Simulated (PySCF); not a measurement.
**Worked example: oscillator strength and radiative lifetime**

SeCl₄, SMILES Cl[Se](Cl)(Cl)Cl.

Coordinates come from a PBE-D3(BJ)/def2-SVP optimisation. The isomer is the one that the SMILES or the coordinates give; other isomers of the formula were not compared.

TDA-PBE/def2-SVPD in PySCF puts the first singlet state with f over 0.02 at 3.16 eV (vertical), with the transition dipole (0.000, -0.526, 0.000) in atomic units.

Task: Find the oscillator strength, the wavelength and the radiative lifetime that this transition would have in vacuum if emission retraced absorption.

Result: 
|μ|² = 0.2767 au, so |μ| = 1.34 D. ΔE = 3.16/27.211 = 0.1161 hartree. f = (2/3) ΔE |μ|² = 0.021 (the program prints 0.021).
λ = 1239.84/3.16 = 392 nm; ν = 25487 cm⁻¹.
Einstein's coefficient A = 0.6670 ν² f s⁻¹ (ν in cm⁻¹) = 9300000 s⁻¹, so τ = 1/A = 110 ns. This state is S8; the lower singlets have f = 0.004, 0.000, 0.003, 0.000, 0.005, 0.000, 0.000. The figure is the radiative limit of this one transition; relaxation, internal conversion, crossing to triplets and a medium change what is measured.
